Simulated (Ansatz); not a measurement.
`CBNBN` + `C1=CC1` → `NBC1C=C1` + `CBN`  (formal exchange of groups at a B–N bond)

Computed with Ansatz on PBE0-D4/def2-TZVP structures; ΔE is electronic, products minus reactants. CCSD(T)/CBS is the MP2 limit (def2-TZVPP, def2-QZVPP) plus CCSD(T) − MP2 in def2-TZVPP, frozen cores. This one scheme is used for every species. Functionals use def2-TZVPP. One conformer a species, not always the lowest.

CCSD(T)/CBS gives +67.8 kJ/mol.

(1) Another level gave +68.5 kJ/mol. Which?
A. revPBE/def2-TZVPP
B. HF/def2-TZVPP
C. CCSD(T)/def2-TZVPP
D. BHLYP-D4/def2-TZVPP

(2) What do rigid-rotor, harmonic-oscillator terms from PBE0-D4/def2-TZVP frequencies (298.15 K, 1 bar) make of the CCSD(T)/CBS value? (An estimate is asked.)

Largest T1 diagnostic among the species: 0.012.

Answers

(1) C. CCSD(T)/def2-TZVPP 68.5, revPBE 61.5, BHLYP-D4 73.8, HF/def2-TZVPP 79.1 kJ/mol.

(2) Computed: ΔZPE = -1.4 kJ/mol, ΔH = +66.7 kJ/mol, ΔS = 8 J/(mol·K), ΔG = +64.3 kJ/mol.

In def2-TZVPP, CCSD(T) changes the Hartree–Fock value by −10.6 kJ/mol (the triples alone add −1.7 kJ/mol) and MP2 by −11.8 kJ/mol. Leaving LDA and LC-ωPBE aside and taking each functional with its dispersion term where it has one, the values, not all of them listed here, spread over 10.4 kJ/mol, from PBE-D4 to BHLYP-D4. LDA lies +3.6 kJ/mol from PBE without D4. From BLYP to BHLYP (50 % exact exchange), in def2-TZVPP and without D4, ΔE moves by +8.3 kJ/mol.
